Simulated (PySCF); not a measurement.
C₅H₇F. Atoms are numbered in the order given.

```xyz
13

C      1.3767     1.2010     0.0000
C      0.1278     0.7091     0.0000
C     -1.0881     1.5861     0.0000
C     -0.0831    -0.7429     0.0000
C     -1.2535    -1.3881     0.0000
F      1.0473    -1.4597     0.0000
H      2.2450     0.5405     0.0000
H      1.5533     2.2792     0.0000
H     -1.7149     1.3993    -0.8866
H     -1.7149     1.3993     0.8866
H     -0.8026     2.6462     0.0000
H     -2.1936    -0.8398     0.0000
H     -1.2775    -2.4785     0.0000
```
Charge 0, spin multiplicity 1.

Coordinates come from a PBE0-D3(BJ)/def2-SVP optimisation. The values are those of a single conformer.

Level of theory: PBE/pcSseg-1 run with PySCF.

GIAO shieldings, no solvent; atoms listed in one row are averaged. δ = σ(ref) − σ: ¹³C against TMS (σ = 182.0 ppm); ¹⁹F against CFCl3 (σ = 133.6 ppm); ¹H against TMS (σ = 31.49 ppm), references at their B3LYP-D3(BJ)/def2-TZVP geometries, non-relativistic.

Question: Estimate the chemical shifts. (The exact figures need the calculation; the answer reports its results.)

Answer: 
```json
[
 {"nucleus": "¹³C", "atoms": "C4", "count": "1", "δ (ppm)": "173.7"},
 {"nucleus": "¹³C", "atoms": "C2", "count": "1", "δ (ppm)": "143.8"},
 {"nucleus": "¹³C", "atoms": "C1", "count": "1", "δ (ppm)": "121.9"},
 {"nucleus": "¹³C", "atoms": "C5", "count": "1", "δ (ppm)": "94.4"},
 {"nucleus": "¹³C", "atoms": "C3", "count": "1", "δ (ppm)": "23.3"},
 {"nucleus": "¹⁹F", "atoms": "F6", "count": "1", "δ (ppm)": "-127.8"},
 {"nucleus": "¹H", "atoms": "H7", "count": "1", "δ (ppm)": "6.03"},
 {"nucleus": "¹H", "atoms": "H8", "count": "1", "δ (ppm)": "5.54"},
 {"nucleus": "¹H", "atoms": "H13", "count": "1", "δ (ppm)": "5.04"},
 {"nucleus": "¹H", "atoms": "H12", "count": "1", "δ (ppm)": "4.80"},
 {"nucleus": "¹H", "atoms": "H9, H10, H11", "count": "3", "δ (ppm)": "2.14"}
]
```
